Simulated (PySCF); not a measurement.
AlBr3, SMILES [Al]([Br])([Br])[Br]. Atoms are numbered in the order given.

```xyz
4

Al     0.0000     0.0000     0.0000
Br    -2.2416     0.0000     0.0000
Br     1.1208     1.9413     0.0000
Br     1.1208    -1.9413     0.0000
```

Geometry: B3LYP-D3(BJ)/def2-SVP. The isomer is the one that the SMILES or the coordinates give; other isomers of the formula were not compared.

These are TDDFT-LC-ωPBE/def2-SVPD (PySCF) values and carry that method's errors.

Vertical excitations; the highest root listed may be one member of a degenerate set.  State labels are in the subgroup C2v.

**Question.** Estimate the UV-visible absorptions. (The exact figures need the calculation; the answer reports its results.)

**Answer.** 
| state | symmetry | energy (eV) | λ (nm) | f | main pairs |
|---|---|---|---|---|---|
| S1 | B1 | 6.45 | 192 | 0.000 | HOMO→LUMO 85 % |
| S2 | A2 | 6.50 | 191 | 0.000 | HOMO→LUMO+1 97 % |
| S3 | B2 | 6.80 | 182 | 0.000 | HOMO−2→LUMO (degenerate set) |
| S4 | A2 | 6.80 | 182 | 0.000 | HOMO−1→LUMO (degenerate set) |
| S5 | B1 | 7.02 | 177 | 0.019 | HOMO−4→LUMO, HOMO−1→LUMO+1 (degenerate set) |
| S6 | A1 | 7.02 | 177 | 0.019 | HOMO−3→LUMO, HOMO−2→LUMO+1 (degenerate set) |
| S7 | B2 | 7.05 | 176 | 0.000 | HOMO−3→LUMO+1 (degenerate set) |
| S8 | A2 | 7.05 | 176 | 0.000 | HOMO−4→LUMO+1 (degenerate set) |
| S9 | A1 | 7.31 | 170 | 0.183 | HOMO−2→LUMO+1, HOMO−3→LUMO (degenerate set) |
| S10 | B1 | 7.31 | 170 | 0.183 | HOMO−1→LUMO+1, HOMO−4→LUMO (degenerate set) |
| T1 | B1 | 6.11 | 203 | 0 | HOMO→LUMO 80 % |
| T2 | A2 | 6.38 | 194 | 0 | HOMO→LUMO+1 96 % |
| T3 | B2 | 6.44 | 192 | 0 | HOMO−2→LUMO (degenerate set) |
| T4 | A2 | 6.44 | 192 | 0 | HOMO−1→LUMO (degenerate set) |
Triplets are in the Tamm–Dancoff approximation, which puts them higher than full response would, so one can lie above its singlet here.
